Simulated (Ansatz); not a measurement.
A nudged elastic band was laid between two geometries of a periodic cell of 19 atoms, Ca₁₈Ni (surface Ca(110), adsorbate Ni).

Level of theory: Ansatz 0.2.0, DFT PBEsol, scalar-relativistic, plane waves, PAW. Settings: cutoff 420 eV, k mesh 1x2x1, fermi-dirac smearing 0.1 eV, spin collinear.

```yaml
movable_images: 3
climbing_image: yes
spring: 2.0 to 10.0 eV/Å², energy-weighted
optimiser: quadratic models (default)
start_path: IDPP
force_threshold: 0.05 eV/Å
iteration_limit: 80
end_points: relaxed
atoms_held: 1 to 6
```

Image 0:

```xyz
19
Lattice="16.7400 0.0000 0.0000 0.0000 7.8913 0.0000 0.0000 0.0000 14.9457" Properties=species:S:1:pos:R:3
Ca 0.000 0.000 1.000
Ca 5.580 0.000 1.000
Ca 11.160 0.000 1.000
Ca 0.000 3.946 1.000
Ca 5.580 3.946 1.000
Ca 11.160 3.946 1.000
Ca 2.790 1.973 2.397
Ca 8.163 1.973 3.019
Ca 14.160 1.973 3.018
Ca 2.790 5.919 2.393
Ca 8.177 5.919 3.001
Ca 14.144 5.919 2.998
Ca 0.779 -0.105 4.730
Ca 4.796 -0.104 4.734
Ca 11.162 0.000 4.573
Ca 0.779 4.051 4.730
Ca 4.796 4.050 4.734
Ca 11.162 3.946 4.573
Ni 2.788 5.919 4.987
```

Image 4:

Only the atoms that move by more than 0.05 Å are listed.
```
Ca13 0.779 0.105 4.730
Ca14 4.796 0.104 4.734
Ca16 0.779 3.841 4.730
Ca17 4.796 3.841 4.734
Ni19 2.788 9.864 4.987
```

(1) What changes between the two ends?

(2) What energy profile does the band end with?

(3) What is the geometry of the highest image?

Answers

(1) The atom that moves furthest is Ni19, by 3.95 Å; four of its nearest neighbours are Ca10 2.59, Ca14 2.75, Ca17 2.75, Ca16 2.76 Å at the first end and Ca7 2.59, Ca17 2.75, Ca14 2.75, Ca13 2.76 Å at the last.

(2) The forces met the threshold. The highest image is number 2 of 0 to 4, 0.50 eV above the ends, which have the same energy within 2 meV. By the program's own check the climbing image is of a kind that is not told: the force calls were inconclusive, a negative curvature could not be distinguished from the path's own, the only one lies far off the path, or fixed occupations may fill a level only in part (lowest curvatures found: 0.05 and 0.18 eV/Å²). Limits of this set-up: coarse k mesh, thin slab, slab without dipole correction, a typed lattice constant that wasn't relaxed here.

| image | path coordinate (Å) | energy (eV) | Ca10–Ni19 (Å) | Ca7–Ni19 (Å) |
| --- | --- | --- | --- | --- |
| 0 | 0.00 | 0.00 | 2.59 | 4.72 |
| 1 | 1.66 | 0.37 | 2.52 | 3.16 |
| 2 | 3.00 | 0.50 | 2.66 | 2.66 |
| 3 | 4.33 | 0.37 | 3.16 | 2.52 |
| 4 | 6.00 | 0.00 | 4.72 | 2.59 |

(3) 
```xyz
19
Lattice="16.7400 0.0000 0.0000 0.0000 7.8913 0.0000 0.0000 0.0000 14.9457" Properties=species:S:1:pos:R:3
Ca 0.000 0.000 1.000
Ca 5.580 0.000 1.000
Ca 11.160 0.000 1.000
Ca 0.000 3.946 1.000
Ca 5.580 3.946 1.000
Ca 11.160 3.946 1.000
Ca 2.790 1.889 2.815
Ca 8.324 1.980 2.834
Ca 13.996 1.980 2.834
Ca 2.790 6.002 2.815
Ca 8.324 5.911 2.834
Ca 13.996 5.911 2.834
Ca 0.128 0.000 4.667
Ca 5.456 0.000 4.668
Ca 11.160 0.000 4.601
Ca 0.153 3.946 4.636
Ca 5.426 3.946 4.637
Ca 11.160 3.946 4.596
Ni 2.792 7.891 4.687
```

Time of the run: 4.1 min on 4 threads of AMD EPYC 9R45 96-Core Processor (Zen 5) (shared host), peak memory 6.9 GiB.
